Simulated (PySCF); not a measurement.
C4H6Cl2. Atoms are numbered in the order given.

```xyz
12

C     -3.1492     0.0285    -0.5211
C     -1.9063    -0.4253    -0.6884
C     -0.6864     0.4556    -0.7357
C      0.2838     0.1813     0.4078
Cl     0.9049    -1.4865     0.3383
Cl     1.6335     1.3389     0.3613
H     -4.0055    -0.6522    -0.4958
H     -3.3591     1.0987    -0.4107
H     -1.7284    -1.5018    -0.7941
H     -0.9755     1.5165    -0.6745
H     -0.1352     0.3135    -1.6802
H     -0.2015     0.2940     1.3848
```
Charge 0, spin multiplicity 1.

Coordinates come from a ωB97X-D3(BJ)/def2-SVP optimisation. The values are those of a single conformer.

Level of theory: SMD-ωB97X/6-31G* (PySCF).

Solvation free energies are E(SMD) − E(gas) at the gas-phase geometry, for 1 M in both phases. In vacuum the dipole moment is 2.25 D.

### Question
Rank water, dichloromethane, chlorobenzene by solvation free energy, most negative first.

### Answer
dichloromethane (-6.7 kcal/mol), chlorobenzene (-6.3 kcal/mol), water (-1.4 kcal/mol)
